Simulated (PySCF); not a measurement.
# Molecular orbitals of ZnP

r²SCAN at R = 2.472 Å; Zn def2-SVP, P def2-SVP; no relativity (PySCF 2.14). State: ⁴Σ⁻ (quartet), unpaired electrons σ ↑, π ↑↑. Only the outer orbitals are listed, counted within each symmetry.

```json
{"spin": "α", "orbital": "11σ", "occ.": "1", "ε (eV)": "-7.40", "on Zn (%)": "53", "main shells (%)": "51 Zn s, 44 P p"}
{"spin": "α", "orbital": "5π", "occ.": "1", "ε (eV)": "-6.25", "on Zn (%)": "3", "main shells (%)": "97 P p"}
{"spin": "α", "orbital": "5π", "occ.": "1", "ε (eV)": "-6.25", "on Zn (%)": "3", "main shells (%)": "97 P p"}
{"spin": "α", "orbital": "12σ", "occ.": "1", "ε (eV)": "-4.70", "on Zn (%)": "63", "main shells (%)": "44 Zn s, 38 P p, 19 Zn p"}
{"spin": "α", "orbital": "6π", "occ.": "0", "ε (eV)": "0.36", "on Zn (%)": "96", "main shells (%)": "96 Zn p"}
{"spin": "α", "orbital": "6π", "occ.": "0", "ε (eV)": "0.36", "on Zn (%)": "96", "main shells (%)": "96 Zn p"}
{"spin": "α", "orbital": "13σ", "occ.": "0", "ε (eV)": "2.34", "on Zn (%)": "89", "main shells (%)": "73 Zn s, 16 Zn p"}
{"spin": "β", "orbital": "11σ", "occ.": "1", "ε (eV)": "-6.38", "on Zn (%)": "58", "main shells (%)": "55 Zn s, 35 P p"}
{"spin": "β", "orbital": "5π", "occ.": "0", "ε (eV)": "-3.18", "on Zn (%)": "8", "main shells (%)": "92 P p"}
{"spin": "β", "orbital": "5π", "occ.": "0", "ε (eV)": "-3.18", "on Zn (%)": "8", "main shells (%)": "92 P p"}
{"spin": "β", "orbital": "12σ", "occ.": "0", "ε (eV)": "-2.69", "on Zn (%)": "60", "main shells (%)": "42 Zn s, 41 P p, 17 Zn p"}
```

Problem. Which are the highest filled and the lowest empty level, where do they sit, and how wide is the gap?

Solution. Highest filled α 12σ at -4.70 eV (in %: 44 Zn s, 38 P p, 19 Zn p); lowest empty β 5π at -3.18 eV (in %: 92 P p); the gap at r²SCAN is 1.52 eV.

| Quantity | Value |
| --- | --- |
| bond order (Mayer) | 0.82 |
| ⟨S²⟩ | 3.765 |
| charge on Zn (Mulliken, basis-dependent) | 0.14 |
| charge on Zn (Löwdin, basis-dependent) | 0.14 |
| dipole moment (positive dipole means Zn(−)P(+)) | -1.48 D |

The state was picked by a PBE0 search and need not be the measured ground state.
